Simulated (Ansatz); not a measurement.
Calculated with Ansatz (gas phase, PBE0-D4/def2-TZVP geometries, no zero-point term in ΔE). CCSD(T)/CBS is the MP2 limit (def2-TZVPP, def2-QZVPP) plus CCSD(T) − MP2 in def2-TZVPP, frozen cores. Functionals use def2-TZVPP. def2 core potentials past Kr. For Ge, I outer-core shells are correlated without core-valence functions, which leaves a few kJ/mol of doubt a bond. Scalar relativity is left out up to krypton.

`[GeH3][I]` + CH₃NH₂ → `C[NH][GeH3]` + HI  (ligand exchange at a Ge–I bond)

CCSD(T)/CBS gives +84.4 kJ/mol.

Problem. Another level gave +81.7 kJ/mol. Which?
A. BLYP-D4/def2-TZVPP
B. RPA@PBE/def2-TZVPP
C. HF/def2-TZVPP
D. PBE/def2-TZVPP

Solution. A. BLYP-D4 81.7, PBE 89.5, HF/def2-TZVPP 94.1, RPA@PBE/def2-TZVPP 71.9 kJ/mol.

Problem. What do rigid-rotor, harmonic-oscillator terms from PBE0-D4/def2-TZVP frequencies (298.15 K, 1 bar) make of the CCSD(T)/CBS value? (An estimate is asked.)

Solution. Ansatz gave: ΔZPE = -13.9 kJ/mol, ΔH = +72.1 kJ/mol, ΔS = -8 J/(mol·K), ΔG = +74.5 kJ/mol.

Largest T1 diagnostic among the species: 0.011.

In def2-TZVPP, CCSD(T) changes the Hartree–Fock value by −16.6 kJ/mol (the triples alone add −1.4 kJ/mol) and MP2 by −11.7 kJ/mol. From BLYP to BHLYP (50 % exact exchange), in def2-TZVPP and without D4, ΔE moves by +4.0 kJ/mol.
